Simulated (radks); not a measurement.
Task: Isoelectronic series with 7 electrons, all held in the configuration [He] 2s2 2p3, which need not be the ground one along the series. Method: non-relativistic Kohn-Sham, r2SCAN, spin-polarised, spherical densities, point nucleus; open shells are filled with parallel spins first; meta-GGA in the generalised Kohn-Sham scheme; computed with a radial shooting solver on a logarithmic mesh with Libxc functionals. Total energies (hartree) and screening constants sigma, defined by e = -(Z - sigma)^2 / (2 n^2) hartree:

ion    E (hartree)  2p up  2s down
N        -54.58403  5.383    4.886
F2+      -97.79862  5.060    4.684
Ne3+    -124.29559  4.992    4.632
Mg5+    -187.05304  4.911    4.565
Al6+    -223.31095  4.885    4.542
Si7+    -262.82069  4.864    4.524
P8+     -305.58183  4.846    4.508
S9+     -351.59405  4.832    4.495
Cl10+   -400.85713  4.819    4.484
Ar11+   -453.37091  4.809    4.475
K12+    -509.13526  4.799    4.467
Ca13+   -568.15007  4.791    4.459
Sc14+   -630.41529  4.784    4.453
Ti15+   -695.93084  4.778    4.447
V16+    -764.69667  4.772    4.442

Estimate the row of O+.

Result: E (hartree) -74.55949; 2p up 5.167; 2s down 4.761.
